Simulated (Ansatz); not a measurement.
Two members of one family ([Cu(II)A3B]), computed with Ansatz in the gas phase. The two geometries come from different levels. HOMO and LUMO are taken over both spins. The spins of the ions were chosen, not always searched. Names give formal oxidation states. A dash marks a value that wasn't run or was left out as unsound. The structures are stationary points that may keep the symmetry of their start.

First: [Cu(H2O)3Br]+ (doublet, charge 1, PBE0-D4/def2-SVP geometry; oxidised ion triplet).

```xyz
11

Cu    0.121   -0.266    0.188
O     1.965    0.477   -0.090
H     2.587   -0.243    0.116
H     2.239    1.222    0.470
O    -0.594    1.265   -0.910
H    -0.088    1.776   -1.555
H    -1.480    1.646   -0.845
O    -1.762   -0.915    0.406
H    -1.750   -1.568    1.128
H    -2.182   -1.363   -0.344
Br    0.945   -2.030    1.436
```

```csv
level,HOMO (eV),LUMO (eV),gap (eV),vertical IE (eV)
PBE-D4/def2-SVP,-10.20,-9.64,0.56,–
PBE-D4/def2-TZVP,-10.43,-9.81,0.63,13.84
r2SCAN-D4/def2-TZVP,-10.69,-9.67,1.02,–
PBE0-D4/def2-SVP,-11.50,-8.47,3.04,–
PBE0-D4/def2-TZVP,-11.65,-8.44,3.21,14.00
```

Metal–donor distances: 3 × O 2.00 to 2.02 Å, 1 × Br 2.31 Å.

Second: [Cu(NH3)3F]+ (doublet, charge 1, PBE-D4/def2-SVP geometry; oxidised ion singlet).

```xyz
14

Cu   -0.139   -0.126   -0.238
N    -0.112   -2.081    0.393
H     0.793   -2.561    0.515
H    -0.547   -2.417   -0.487
H    -0.719   -2.357    1.178
N     0.776    0.724    1.393
H     0.414    1.663    1.618
H     1.791    0.841    1.245
H     0.679    0.168    2.256
N    -0.425    1.589   -1.335
H     0.390    2.126   -1.666
H    -1.132    2.264   -1.011
H    -0.825    1.063   -2.135
F    -0.944   -0.895   -1.726
```

Question: Estimate how these quantities change from the first to the second (second minus first).

Answer: 
| level | Δ HOMO (eV) | Δ LUMO (eV) | Δ gap (eV) | Δ vertical IE (eV) |
| --- | --- | --- | --- | --- |
| PBE-D4/def2-SVP | 0.69 | 1.28 | 0.59 | – |
| PBE-D4/def2-TZVP | 0.65 | 1.19 | 0.54 | -0.79 |
| r2SCAN-D4/def2-TZVP | 0.41 | 1.33 | 0.92 | – |
| PBE0-D4/def2-SVP | -0.28 | 1.55 | 1.84 | – |
| PBE0-D4/def2-TZVP | -0.33 | 1.47 | 1.80 | -0.07 |

Metal–donor distances: 3 × N 2.05 to 2.06 Å, 1 × F 1.86 Å.
